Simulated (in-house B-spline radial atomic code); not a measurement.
A fraction x of an electron is removed from 4d in Cd VI (Cd5+), starting from [Kr] 4d7 and keeping the highest spin. All numbers are computed (non-relativistic r2SCAN0, spin-polarised, spherical fractional occupations; point nucleus) with a radial B-spline atomic code at the basis-set limit, not measured.

Caution: exact exchange at fractional occupations of open shells leaves self-interaction of up to several eV.

```csv
x,E(x) - E(0) (eV),4d down level (eV)
0,0.0000,-78.948
0.11,8.7842,-80.766
0.16,12.8432,-81.595
0.28,22.7543,-83.592
0.48,39.8071,-86.941
0.5,41.5493,-87.278
0.61,51.2518,-89.133
0.63,53.0379,-89.471
0.86,74.0646,-93.376
0.88,75.9355,-93.717
1,87.3046,-95.768
```

The exact functional would give a straight line between the two integer points. Deviations E(x) - E(0) - x[E(1) - E(0)], in eV: -0.819 at x = 0.11, -1.126 at x = 0.16, -1.691 at x = 0.28, -2.099 at x = 0.48, -2.103 at x = 0.5, -2.004 at x = 0.61, -1.964 at x = 0.63, -1.017 at x = 0.86, -0.893 at x = 0.88.

The curve lies below the straight line by up to 2.103 eV (at x = 0.5): convex, the delocalisation error, to which spherically averaged exact exchange adds.

(1) How well does Slater's transition state (minus the level at half occupation) give the ionisation energy?

## Answers

(1) It gives 87.278 eV against 87.305 eV from the two total energies; NIST lists 87.00 eV, ground level to ground level. The end point has an open shell averaged over its orbitals, so its exact exchange keeps a self-interaction and this is no true integer point.
